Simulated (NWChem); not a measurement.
System: CH$_{3}$Cl$_{2}$Sb; SMILES [CH3][Sb]([Cl])[Cl]

NWChem input:

```
start job
memory heap 200 mb stack 900 mb global 1100 mb
geometry units angstroms
  Sb     0.416926    -0.375975     0.000000
  Cl    -1.028459     0.143944     1.816892
  Cl    -1.028459     0.143944    -1.816892
  C      1.344666     1.569542     0.000000
  H      1.967061     1.674166    -0.900746
  H      0.553836     2.331525     0.000000
  H      1.967061     1.674166     0.900746
end
basis spherical
  * library sto-3g
end
dft
  xc hfexch
  iterations 150
end
driver
  maxiter 120
end
task dft optimize
task dft freq
```

NWChem printed, in part:

```
             Northwest Computational Chemistry Package (NWChem) 7.3.0
             --------------------------------------------------------

 CS  symmetry detected

                             Geometry "geometry" -> ""
                             -------------------------

 Output coordinates in angstroms (scale by  1.889725989 to convert to a.u.)

  No.       Tag          Charge          X              Y              Z
 ---- ---------------- ---------- -------------- -------------- --------------
    1 Sb                  51.0000     0.40574986    -0.40926162     0.00000000
    2 Cl                  17.0000    -1.00651457     0.19485986    -1.81689200
    3 Cl                  17.0000    -1.00651457     0.19485986     1.81689200
    4 C                    6.0000     1.44643265     1.47825453     0.00000000
    5 H                    1.0000     2.07390811     1.54605030     0.90074600
    6 H                    1.0000     0.70184038     2.28547974     0.00000000
    7 H                    1.0000     2.07390811     1.54605030    -0.90074600

 Effective nuclear repulsion energy (a.u.)     589.6586791405

      Symmetry information
      --------------------

 Group name             Cs
 Group number              2
 Group order               2
 No. of unique centers     5

                                Z-matrix (autoz)
                                --------

 Units are Angstrom for bonds and degrees for angles

      Type          Name      I     J     K     L     M      Value
      ----------- --------  ----- ----- ----- ----- ----- ----------
    1 Stretch                  1     2                       2.37919
    2 Stretch                  1     3                       2.37919
    3 Stretch                  1     4                       2.15540
    4 Stretch                  4     5                       1.09985
    5 Stretch                  4     6                       1.09819
    6 Stretch                  4     7                       1.09985
    7 Bend                     1     4     5               109.23466
    8 Bend                     1     4     6               108.44110
    9 Bend                     1     4     7               109.23466
   10 Bend                     2     1     3                99.57578
   11 Bend                     2     1     4                93.68323
   12 Bend                     3     1     4                93.68323
   13 Bend                     5     4     6               109.96866
   14 Bend                     5     4     7               109.96431
   15 Bend                     6     4     7               109.96866
   16 Torsion                  2     1     4     5         169.77120
   17 Torsion                  2     1     4     6          49.92837
   18 Torsion                  2     1     4     7         -69.91447
   19 Torsion                  3     1     4     5          69.91447
   20 Torsion                  3     1     4     6         -49.92837
   21 Torsion                  3     1     4     7        -169.77120

  xc_inp: hfexch multiplicative factor not found.

                           NWChem Geometry Optimization
                           ----------------------------

 maximum gradient threshold         (gmax) =   0.000450
 rms gradient threshold             (grms) =   0.000300
 maximum cartesian step threshold   (xmax) =   0.001800
 rms cartesian step threshold       (xrms) =   0.001200
 fixed trust radius                (trust) =   0.300000
 source of zmatrix                         =   autoz

          -------------------
          Energy Minimization
          -------------------

 Using diagonal initial Hessian
 Scaling for Hessian diagonals: bonds = 1.00  angles = 0.25  torsions = 0.10

          --------
          Step   0

                                 NWChem DFT Module
                                 -----------------

 Summary of "ao basis" -> "ao basis" (spherical)
 ------------------------------------------------------------------------------
       Tag                 Description            Shells   Functions and Types
 ---------------- ------------------------------  ------  ---------------------
 Sb                          sto-3g                 11       27   5s4p2d
 Cl                          sto-3g                  5        9   3s2p
 C                           sto-3g                  3        5   2s1p
 H                           sto-3g                  1        1   1s

[...]

      ----------------------
      Optimization converged
      ----------------------

  Step       Energy      Delta E   Gmax     Grms     Xrms     Xmax
  ---- ---------------- -------- -------- -------- -------- --------
@    5   -7199.79729447 -4.9D-08  0.00002  0.00001  0.00012  0.00031
                                     ok       ok       ok       ok

                                Z-matrix (autoz)
                                --------

 Units are Angstrom for bonds and degrees for angles

      Type          Name      I     J     K     L     M      Value     Gradient
      ----------- --------  ----- ----- ----- ----- ----- ---------- ----------
    1 Stretch                  1     2                       2.35883   -0.00002
    2 Stretch                  1     3                       2.35883   -0.00002
    3 Stretch                  1     4                       2.11987    0.00001
    4 Stretch                  4     5                       1.08211   -0.00000
    5 Stretch                  4     6                       1.08224    0.00002
    6 Stretch                  4     7                       1.08211   -0.00000
    7 Bend                     1     4     5               110.43087   -0.00000
    8 Bend                     1     4     6               111.24648    0.00000
    9 Bend                     1     4     7               110.43087   -0.00000
   10 Bend                     2     1     3                95.39316    0.00000
   11 Bend                     2     1     4                94.13797    0.00000
   12 Bend                     3     1     4                94.13797    0.00000
   13 Bend                     5     4     6               108.33079    0.00000
   14 Bend                     5     4     7               107.97041    0.00000
   15 Bend                     6     4     7               108.33079    0.00000
   16 Torsion                  2     1     4     5         168.18776    0.00000
   17 Torsion                  2     1     4     6          47.86139    0.00000
   18 Torsion                  2     1     4     7         -72.46497    0.00000
   19 Torsion                  3     1     4     5          72.46497   -0.00000
   20 Torsion                  3     1     4     6         -47.86139   -0.00000
   21 Torsion                  3     1     4     7        -168.18776   -0.00000

                         Geometry "geometry" -> "geometry"
                         ---------------------------------

 Output coordinates in angstroms (scale by  1.889725989 to convert to a.u.)

[...]

 Rotational Constants
 --------------------
 A=   0.089030 cm-1  (  0.128091 K)
 B=   0.062023 cm-1  (  0.089235 K)
 C=   0.048672 cm-1  (  0.070027 K)

 Temperature                      =   298.15K
 frequency scaling parameter      =   1.0000

 Zero-Point correction to Energy  =   29.396 kcal/mol  (  0.046846 au)
 Thermal correction to Energy     =   33.220 kcal/mol  (  0.052939 au)
 Thermal correction to Enthalpy   =   33.812 kcal/mol  (  0.053883 au)

 Total Entropy                    =   82.616 cal/mol-K
   - Translational                =   41.852 cal/mol-K (mol. weight = 205.8650)
   - Rotational                   =   28.174 cal/mol-K (symmetry #  =        1)
   - Vibrational                  =   12.590 cal/mol-K

 Cv (constant volume heat capacity) =   18.034 cal/mol-K
   - Translational                  =    2.979 cal/mol-K
   - Rotational                     =    2.979 cal/mol-K
   - Vibrational                    =   12.075 cal/mol-K

[normal modes left out]

 ----------------------------------------------------------------------------
 Normal Eigenvalue ||           Projected Infra Red Intensities
  Mode   [cm**-1]  || [atomic units] [(debye/angs)**2] [(KM/mol)] [arbitrary]
 ------ ---------- || -------------- ----------------- ---------- -----------
    1       -0.000 ||    0.000615           0.014         0.599       0.987
    2        0.000 ||    0.000658           0.015         0.642       1.056
    3        0.000 ||    0.000951           0.022         0.927       1.526
    4        0.000 ||    0.000785           0.018         0.766       1.260
    5        0.000 ||    0.001090           0.025         1.063       1.749
    6        0.000 ||    0.001065           0.025         1.039       1.709
    7      105.224 ||    0.000049           0.001         0.048       0.079
    8      152.371 ||    0.008164           0.188         7.959      13.098
    9      186.194 ||    0.000650           0.015         0.634       1.043
   10      204.696 ||    0.012778           0.295        12.457      20.501
   11      435.368 ||    0.027531           0.635        26.839      44.170
   12      440.910 ||    0.014132           0.326        13.777      22.673
   13      638.646 ||    0.001171           0.027         1.142       1.879
   14     1006.319 ||    0.015073           0.348        14.694      24.182
   15     1021.141 ||    0.026050           0.601        25.395      41.793
   16     1635.866 ||    0.004031           0.093         3.929       6.467
   17     1820.493 ||    0.005090           0.117         4.962       8.166
   18     1824.015 ||    0.003967           0.092         3.868       6.365
   19     3575.055 ||    0.003512           0.081         3.423       5.634
   20     3761.549 ||    0.002069           0.048         2.017       3.319
   21     3765.122 ||    0.001462           0.034         1.425       2.345
 ----------------------------------------------------------------------------
```

Level: Hartree-Fock/STO-3G, non-relativistic.
